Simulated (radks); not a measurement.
Task: Rh2+, 43 electrons, occupied as [Kr] 4d5 5p2 (not the ground configuration). All-electron calculation, scalar-relativistic Kohn-Sham, r2SCAN, spin-unpolarised, spherical densities, finite nucleus; meta-GGA in the generalised Kohn-Sham scheme; Fermi nuclear charge, rms radius 4.4945 fm. Program: a radial shooting solver on a logarithmic mesh with Libxc functionals. Some entries of the table are withheld. Estimate them.

| orbital | occ. | eigenvalue (hartree) | r(max) (bohr) |
|---|---|---|---|
| 1s | 2 | -849.6549 | 0.02118 |
| 2s | 2 | -124.7780 | 0.1197 |
| 2p | 6 | (1) | (2) |
| 3s | 2 | -23.55700 | 0.3508 |
| 3p | 6 | -19.27260 | 0.3443 |
| 3d | 10 | (3) | 0.2920 |
| 4s | 2 | (4) | (5) |
| 4p | 6 | -3.10407 | (6) |
| 4d | 5 | -1.31056 | 1.094 |
| 5p | 2 | -0.63490 | 2.640 |

Result: 
(1) 2p eigenvalue (hartree): -111.8590
(2) 2p r(max) (bohr): 0.09579
(3) 3d eigenvalue (hartree): -12.44251
(4) 4s eigenvalue (hartree): -4.33831
(5) 4s r(max) (bohr): 0.8791
(6) 4p r(max) (bohr): 0.9372
